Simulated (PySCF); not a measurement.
C7H11PS.
Cartesian coordinates in Å at the PBE0-D3(BJ)/def2-SVP level; atoms count from 1:
```xyz
20
C7H11PS angstrom
C     -2.9148    0.3440   -1.4490
C     -2.3182    0.4003   -0.2503
C     -0.9749   -0.0750    0.0510
C     -0.4358   -0.0140    1.2895
C      0.9475   -0.5526    1.4723
P      1.5940   -0.6899   -0.2562
C      2.2343    0.9770   -0.6150
S      2.8094   -2.1420   -0.6935
C     -0.0928   -0.6864   -1.0071
H     -2.4162   -0.0877   -2.3206
H     -3.9281    0.7255   -1.5958
H     -2.8645    0.8333    0.5955
H     -0.9948    0.3997    2.1356
H      0.9612   -1.5633    1.9160
H      1.5966    0.0835    2.0954
H      2.4661    1.0350   -1.6876
H      1.5016    1.7509   -0.3411
H      3.1667    1.1176   -0.0507
H     -0.3682   -1.7305   -1.2305
H     -0.0977   -0.1302   -1.9578
```

All values: PBE0/pcSseg-1 (PySCF, non-relativistic), on one gas-phase PBE0-D3(BJ)/def2-SVP geometry that isn't relaxed in the solvent. The solvent is an IEF-PCM continuum (cavity from Bondi-type radii × 1.2). Only the electrostatic response of the medium enters.

```
run  E − E(gas) (kcal/mol)  HOMO (eV)  HOMO–LUMO gap (eV)  dipole (D)
gas                   0.00      -6.41                5.13        4.76
  P                  -7.90      -6.75                5.70        6.32
  Q                  -4.32      -6.59                5.45        5.60
```

Q: The runs were made in benzene and tetrahydrofuran. Which run belongs to which solvent?

A: P = tetrahydrofuran, Q = benzene. The dielectric constants are 2.271 (benzene), 7.426 (tetrahydrofuran), and the energy falls further as ε rises. In this model the ground state sees the solvent through ε alone.

Q: How constant is the ratio of the lowering to (ε − 1)/(2ε + 1)?

A: 
```
        solvent  (ε − 1)/(2ε + 1)  E − E(gas) (kcal/mol)  ratio (kcal/mol)  polarisation term (kcal/mol)
        benzene             0.229                  -4.32             -18.8                         -4.79
tetrahydrofuran             0.405                  -7.90             -19.5                         -9.49
```

The ratio changes by +3.5 % in size from benzene to tetrahydrofuran. The polarisation term is half the interaction of the solute with the induced surface charges.
